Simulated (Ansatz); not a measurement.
Ansatz (a program for electronic structure) input:

Ansatz 0.2 input:
```yaml
crystal:
  periodic: [false, false, false]
  atoms:
    - {symbol: C, position_ang: [-1.93316744, 0.10856913, -0.08207281]}
    - {symbol: C, position_ang: [-1.23742733, -1.19134183, 0.12153581]}
    - {symbol: C, position_ang: [0.17241586, -1.18304788, 0.59800190]}
    - {symbol: C, position_ang: [1.03417128, -0.15771119, -0.15196171]}
    - {symbol: C, position_ang: [0.34412962, 1.20426018, -0.16856691]}
    - {symbol: C, position_ang: [-1.03997165, 1.12545357, -0.81068795]}
    - {symbol: N, position_ang: [2.33738485, -0.04569424, 0.50594611]}
    - {symbol: H, position_ang: [-2.20628471, 0.53959210, 0.89727596]}
    - {symbol: H, position_ang: [-2.87317399, -0.03222413, -0.62013512]}
    - {symbol: H, position_ang: [-1.80719040, -2.11109451, 0.14356510]}
    - {symbol: H, position_ang: [0.61795387, -2.17874229, 0.51759275]}
    - {symbol: H, position_ang: [0.21916912, -0.91091351, 1.66614984]}
    - {symbol: H, position_ang: [1.11976890, -0.49932301, -1.19584320]}
    - {symbol: H, position_ang: [0.26435825, 1.56228664, 0.86316801]}
    - {symbol: H, position_ang: [0.96889050, 1.92461205, -0.70582990]}
    - {symbol: H, position_ang: [-0.93775673, 0.82518126, -1.85805778]}
    - {symbol: H, position_ang: [-1.51472382, 2.10925770, -0.80743219]}
    - {symbol: H, position_ang: [2.93707403, 0.59741306, 0.00086833]}
    - {symbol: H, position_ang: [2.80931899, -0.94327774, 0.51956552]}
basis:
  gaussian:
    orbitals: def2-TZVPD
hamiltonian:
  xc: {name: B3LYP}
magnetization: {spin_polarized: true, initial_magnetization: 1}
output: {forces: true}
```

### Question
Which total energy does the run end on?

### Answer
-290.67599 Eh (B3LYP/def2-TZVPD). The basis has 367 functions.

It need not be the lowest isomer of its formula.
